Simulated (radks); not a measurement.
Q: Species: the terbium ion Tb3+. Configuration: [Kr] 4d10 4f9 5s1 5p6 (not the ground configuration). Method: Dirac Kohn-Sham, LDA (Slater exchange, Perdew-Wang correlation), spin-unpolarised, spherical densities, finite nucleus; open shells fill j = l - 1/2 first; Fermi nuclear charge, rms radius 5.06 fm; computed with a radial shooting solver on a logarithmic mesh with Libxc functionals. Some entries of the table are withheld. Estimate them.

orbital,occ.,eigenvalue (Ry),<1/r> (bohr^-1),<r^2> (bohr^2)
1s1/2,2,-3805.515,73.03,(1)
2s1/2,2,-632.3752,17.46,0.009842
2p1/2,2,-601.3528,17.45,(2)
2p3/2,4,-546.5417,15.35,(3)
3s1/2,2,-141.8230,6.369,0.06552
3p1/2,2,-128.2874,6.289,0.06088
3p3/2,4,-116.9763,5.756,0.06791
3d3/2,4,-93.54757,5.638,(4)
3d5/2,6,-91.07680,5.506,(5)
4s1/2,2,-29.73759,2.664,(6)
4p1/2,2,-24.43503,2.558,0.3487
4p3/2,4,-21.90836,2.373,0.3880
4d3/2,4,-13.15538,2.152,0.4444
4d5/2,6,-12.69947,2.107,0.4601
5s1/2,1,-5.57656,1.021,1.919
5p1/2,2,(7),0.9072,2.388
5p3/2,4,(8),0.8456,2.688
4f5/2,6,-2.36752,(9),0.9498
4f7/2,3,-2.30802,(10),0.9810

A: 
(1) 1s1/2 <r^2> (bohr^2): 0.0006326
(2) 2p1/2 <r^2> (bohr^2): 0.007129
(3) 2p3/2 <r^2> (bohr^2): 0.008359
(4) 3d3/2 <r^2> (bohr^2): 0.05398
(5) 3d5/2 <r^2> (bohr^2): 0.05594
(6) 4s1/2 <r^2> (bohr^2): 0.3320
(7) 5p1/2 eigenvalue (Ry): -4.10627
(8) 5p3/2 eigenvalue (Ry): -3.75442
(9) 4f5/2 <1/r> (bohr^-1): 1.549
(10) 4f7/2 <1/r> (bohr^-1): 1.529
